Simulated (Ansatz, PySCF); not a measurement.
Spin states of H2MoO2 (SMILES [OH][Mo][OH]), each relaxed with B3LYP-D3(BJ)/def2-TZVP.
State 1 (charge 0, multiplicity 5):
```xyz
5

Mo     0.171    -0.666     0.032
O      1.489     0.320    -0.948
H      1.359     0.648    -1.846
O     -1.495    -0.362     0.929
H     -1.578     0.091     1.776
```
State 2 (charge 0, multiplicity 3):
```tsv
atom	x (Å)	y (Å)	z (Å)
Mo	0.2691	-0.1189	0.2445
O	1.3521	0.2209	-1.1931
H	1.6188	0.4839	-2.0756
O	-1.1905	-0.2908	1.3377
H	-2.1033	-0.2654	1.6294
```

Singlets are restricted, other states unrestricted; no spin–orbit coupling, no relativity up to Kr; see below for the cores. The largest T1 diagnostic is 0.027.

Codes used: Ansatz (a program for electronic structure); PySCF for the dispersion terms.  In def2 rows elements past Kr take small-core potentials, without spin–orbit coupling.

### Question
One of these levels gives 8.78 kcal/mol for the energy of the multiplicity-3 state less that of the multiplicity-5 state. Name it.
A. B3LYP-D3(BJ)/def2-TZVPP
B. r2SCAN/def2-TZVPP
C. PBE-D4/def2-TZVPP
D. B97M-V/def2-TZVPP

### Answer
C, PBE-D4/def2-TZVPP. The others give 16.17 (r2SCAN/def2-TZVPP), 13.44 (B97M-V/def2-TZVPP), 5.91 (B3LYP-D3(BJ)/def2-TZVPP)
